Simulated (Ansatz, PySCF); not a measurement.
Process, species as SMILES: CO[Si](O)(O)OC [dihydroxy(dimethoxy)silane] + 6 [H][H] (H2) → 2 C (CH4) + 4 O (H2O) + [SiH4] (SiH4)
Structures are relaxed separately at B3LYP-D3(BJ)/def2-TZVP in Ansatz (a quantum-chemistry and plane-wave program), one conformer each, not searched for the lowest. Frequencies are from Ansatz or PySCF.

Wanted: energy of full hydrogenation (enthalpy at 298 K, with B3LYP-D3(BJ) rigid-rotor harmonic-oscillator terms), in kJ/mol. Cores are frozen in the correlated levels unless marked. No spin-orbit coupling. Non-relativistic. CBS marks a two-point X^-3 extrapolation of the correlation energy; Hartree-Fock from the larger set.

Level to compare with: CCSD(T)/CBS(cc-pV(T+d)Z,cc-pV(Q+d)Z) (Ansatz), 188.2 kJ/mol. It is a level with limits of its own, and the differences hold the functionals' basis error too.

Question: Rank these functionals by how close they come to CCSD(T)/CBS(cc-pV(T+d)Z,cc-pV(Q+d)Z), closest first: wB97X-V/def2-TZVPD (Ansatz); B97M-V/def2-TZVPD (Ansatz); wB97X/def2-TZVPD (Ansatz).

Answer: wB97X-V/def2-TZVPD (range-separated hybrid with VV10, 180.1 kJ/mol, difference -8.1), B97M-V/def2-TZVPD (meta-GGA with VV10, 169.5 kJ/mol, difference -18.7), wB97X/def2-TZVPD (range-separated hybrid, 149.3 kJ/mol, difference -38.9)
